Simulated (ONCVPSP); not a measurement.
## u(r) = r·R(r): atom against pseudo-atom (B)

Columns: radius, all-electron u(r) and pseudo u(r) of the 2p shell (level -3.61 eV) of boron in the configuration [He] 2s2 2p1; PBE, scalar-relativistic, ONCV scheme, ONCVPSP 4.0.1.

| r (bohr) | all-electron | pseudo |
| --- | --- | --- |
| 0.163 | 0.0626 | 0.0209 |
| 0.325 | 0.1775 | 0.0800 |
| 0.488 | 0.2947 | 0.1695 |
| 0.650 | 0.3954 | 0.2761 |
| 0.813 | 0.4762 | 0.3873 |
| 0.975 | 0.5385 | 0.4889 |
| 1.138 | 0.5831 | 0.5724 |
| 1.300 | 0.6109 | 0.6311 |
| 1.463 | 0.6247 | 0.6642 |
| 1.625 | 0.6269 | 0.6738 |
| 1.788 | 0.6199 | 0.6648 |
| 1.950 | 0.6062 | 0.6430 |
| 2.113 | 0.5872 | 0.6136 |
| 2.275 | 0.5648 | 0.5814 |
| 2.438 | 0.5398 | 0.5487 |
| 2.600 | 0.5135 | 0.5175 |
| 2.763 | 0.4864 | 0.4878 |
| 2.925 | 0.4594 | 0.4597 |
| 3.088 | 0.4325 | 0.4325 |
| 3.250 | 0.4064 | 0.4064 |
| 3.413 | 0.3810 | 0.3810 |
| 3.575 | 0.3568 | 0.3568 |
| 3.738 | 0.3335 | 0.3335 |
| 3.900 | 0.3115 | 0.3115 |
| 4.063 | 0.2905 | 0.2905 |
| 4.225 | 0.2708 | 0.2708 |

Problem. How many radial nodes do the two functions have?

Solution. The all-electron 2p function has n − l − 1 = 0; the pseudo-wave has 0.

Problem. At about which radius was the pseudo-wave matched?

Solution. 3.25 bohr. The columns agree to 0.0005 from 2.92 bohr on; several derivatives are matched, so the curves merge somewhat inside the radius.

Problem. Where does each function peak?

Solution. Outermost all-electron maximum near 1.62 bohr, pseudo maximum near 1.62 bohr (to the table’s step).

Problem. Is the pseudo-wave norm-conserving?

Solution. Yes: the ONCV scheme keeps the norm inside the radius equal to the all-electron one, which fixes the energy derivative of the logarithmic derivative at the level.
